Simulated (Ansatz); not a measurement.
Z-matrix (Å, degrees):
```
B
I 1 2.1016
I 1 2.1016 2 128.15
```
Charge 0, spin multiplicity 2.

The numbers are results of frozen-core CCSD(T)/def2-TZVPP // PBE-D3(BJ)/def2-TZVP (Ansatz, a first-principles code), not measurements.

```yaml
HF energy: -618.00197 Ha
MP2 correlation energy: -1.06577 Ha
```

Estimate the CCSD correlation energy, the (T) correction, the total energy and the T1 diagnostic.


```
Property                         Value
-----------------------  -------------
CCSD correlation energy    -1.01190 Ha
(T) correction             -0.02720 Ha
CCSD(T) total energy     -619.04107 Ha
T1 diagnostic                    0.014
```
